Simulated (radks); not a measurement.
Values are calculated unless marked as measured or tabulated.
Problem. Valence configurations of N II (all share [He]). Level of theory: scalar-relativistic Kohn-Sham, r2SCAN, spin-unpolarised, spherical densities, finite nucleus; meta-GGA in the generalised Kohn-Sham scheme; Fermi nuclear charge, rms radius 2.5582 fm (a radial shooting solver on a logarithmic mesh with Libxc functionals). Order these by energy: 2p4; 2s2 2p2; 2s1 2p3; 2s1.5 2p2.5; 2s0.5 2p3.5.

Solution. From the lowest, in eV above it: 2s2 2p2 0.000; 2s1.5 2p2.5 6.403; 2s1 2p3 12.793; 2s0.5 2p3.5 19.162; 2p4 25.499. NIST lists [He] 2s2 2p2 as the ground configuration; this level of theory agrees among the configurations tried. The energies are those of spherical spin-averaged densities, not of single terms.
